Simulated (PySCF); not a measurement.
Pentafluorogermanate anion, GeF5 (charge -1).
Bonds: F1–Ge2, Ge2–F3, Ge2–F4, Ge2–F5, Ge2–F6.

Level of theory: PBE0-D3(BJ)/def2-SVP geometry optimisation, gas phase in PySCF 2.14.0.

Problem. How far are the bound atoms from Ge2?

Solution. 5 atoms: F3 1.753 Å, F4 1.753 Å, F5 1.753 Å, F6 1.775 Å, F1 1.775 Å.

Problem. List the angles at Ge2.

Solution. 
```
    angle  degrees  distance of the outer atoms (Å)
F1–Ge2–F6    179.7                             3.55
F3–Ge2–F5    120.4                             3.04
F4–Ge2–F5    120.0                             3.04
F3–Ge2–F4    119.6                             3.03
F4–Ge2–F6     90.2                             2.50
F1–Ge2–F4     90.0                             2.50
F3–Ge2–F6     90.0                             2.50
F1–Ge2–F5     90.0                             2.49
F1–Ge2–F3     90.0                             2.49
F5–Ge2–F6     89.8                             2.49
```

Problem. What is the shape at Ge2?

Solution. Trigonal bipyramidal: τ5 = (β − α)/60° = 0.99 from the two widest angles, 179.7° and 120.4° (0 for a square pyramid, 1 for a trigonal bipyramid). The Ge–F distances aren't all alike: 1.753 to 1.775 Å.

Problem. What are the rotational constants (commonest isotopes, rigid rotor)?

Solution. A = 2885, B = 2442, C = 2433 MHz: a prolate symmetric top.

Point group: D3h (every atom within 0.08 Å of its image). Charge -1, singlet. The geometry's basis has no diffuse functions, a weakness for an anion. PBE0-D3(BJ)/def2-SVP frequencies: not computed here.
